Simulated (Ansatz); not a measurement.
A run for Ansatz (an electronic-structure program): U-BHLYP/def2-TZVPP on Li, 2S+1 = 2, a spin state set in the input, which need not be the lowest.

Ansatz 0.2 input:
```yaml
crystal:
  periodic: [false, false, false]
  atoms:
    - {symbol: Li, position_ang: [0.00000000, 0.00000000, 0.00000000]}
basis:
  gaussian:
    orbitals: def2-TZVPP
hamiltonian:
  xc: {name: BHLYP}
magnetization: {spin_polarized: true, initial_magnetization: 1}
scf: {lower_state_search: full}
```

The head of its log:

```
Functional definition: BHLYP
[...]
integrals: 0.00 GiB planned
138 factors; their error is unknown
mean field: 0.05 GiB planned
mean field evaluation 1: about -203.6333 eV, gradient 5.6e-1 eV
mean field evaluation 2: about -203.6443 eV, gradient 1.7e-1 eV
```

### Question
Give the final energy of this run.

### Answer
-7.4838 hartree.
